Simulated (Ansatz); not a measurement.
**A ladder of methods for SiN2H4ClF (SMILES N[Si](N)(F)Cl)**

SiN2H4ClF has 9 atoms, charge 0, and is taken as a singlet. As SMILES, `N[Si](N)(F)Cl`. The shape is that of a PBE0-D4/def2-TZVP optimisation. This is one conformer, not always the lowest.

Each level gives the vertical energy of the triplet above the singlet (eV). The values are calculated.

| level | kind | program | value (eV) | less CCSD(T)/6-31G* | CPU time (all runs) |
| --- | --- | --- | --- | --- | --- |
| HF/6-31G* (spherical functions) | Hartree–Fock | Ansatz | 7.22 | -0.41 | 17 s |
| SVWN5/6-31G* (spherical functions) | LDA | Ansatz | 6.76 | -0.87 | 22 s |
| PBE/6-31G* (spherical functions) | GGA | Ansatz | 6.75 | -0.88 | 45 s |
| r2SCAN/6-31G* (spherical functions) | meta-GGA | Ansatz | 7.16 | -0.47 | 3.2 min |
| r2SCAN0/6-31G* (spherical functions) | hybrid meta-GGA | Ansatz | 7.30 | -0.33 | 2.5 min |
| wB97M-V/6-31G* (spherical functions) | range-separated hybrid | Ansatz | 7.63 | 0.00 | 4 min |
| B2PLYP/6-31G* (spherical functions) | double hybrid | Ansatz | 7.47 | -0.16 | 56 s |
| RPA@PBE/6-31G* (spherical functions) | RPA | Ansatz | 7.02 | -0.61 | 69 s |
| CCSD(T)/6-31G* (spherical functions) | coupled cluster or CI | Ansatz | 7.63 | 0.00 | 2.5 min |

Differences are taken from CCSD(T)/6-31G* (spherical functions) for orientation; it has basis-set and higher-order errors of its own. The values span 6.75 to 7.63 eV. A triplet this far above the singlet is often a Rydberg-like or dissociative state; sets without diffuse functions put Rydberg states too high. Times are those of the runs behind each value, whatever else they computed, on shared processors of several kinds: orders of magnitude only.
